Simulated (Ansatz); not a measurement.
`[SeH][SiH2][TeH]` + H₂O → `O[SiH2][SeH]` + H₂Te at 400 K and 1 bar (formal hydrolysis of the Si–Te bond).

Program: Ansatz. Geometries: PBE0-D4/def2-TZVP. ΔE: electronic, gas phase. CBS: MP2 limit from def2 TZ/QZ plus the TZ coupled-cluster correction, frozen cores. This one scheme is used for every species. Elements past krypton have def2 core potentials. For Se, Te outer-core shells are correlated without core-valence functions, which leaves a few kJ/mol of doubt a bond. Scalar relativity is left out up to krypton. Each species was taken in one conformer, which may not be the lowest.

| species | CCSD(T)/CBS energy (Eh) | H − E (kJ/mol) | S (J/(mol·K)) |
| --- | --- | --- | --- |
| `[SeH][SiH2][TeH]` | -2959.95331 | 114.4 | 385.2 |
| H₂O | -76.37941 | 69.8 | 198.6 |
| `O[SiH2][SeH]` | -2767.43299 | 130.0 | 344.6 |
| H₂Te | -268.91024 | 45.0 | 239.1 |

H − E and S are ideal-gas, rigid-rotor, harmonic terms from PBE0-D4/def2-TZVP, for one conformer and one mirror image of each species. 1 Eh = 2625.50 kJ/mol, R = 8.31446 J/(mol·K).

Q: By hand: ΔE, ΔH, ΔS and ΔG.

A: ΔE = (-2767.43299) + (-268.91024) − (-2959.95331) − (-76.37941) = -0.01051 Eh = -27.6 kJ/mol. Δ(H − E) = 130.0 + 45.0 − 114.4 − 69.8 = -9.2, so ΔH = -36.8 kJ/mol. ΔS = 344.6 + 239.1 − 385.2 − 198.6 = -0.1 J/(mol·K). ΔG = -36.8 − 400 × (-0.1)/1000 = -36.8 kJ/mol.

Q: By hand: the equilibrium constant, and the temperature at which ΔG would vanish if ΔH and ΔS stayed fixed.

A: log₁₀ K = −ΔG/(RT ln 10) = 4.8. ΔG = 0 at ΔH/ΔS = 368000 K, far beyond where these terms or the molecules hold.

The number of gas molecules stays the same, so ΔS is small and ΔH decides. A doubt of 5 kJ/mol in ΔE shifts log₁₀ K by 0.7 here. Other conformers and mirror images would add mixing entropy, several J/(mol·K) or more a flexible species. These are equilibria of isolated gas molecules and say nothing of rates. Largest T1 diagnostic: 0.010 (customary marks: 0.02 for closed shells, 0.045 for open ones).
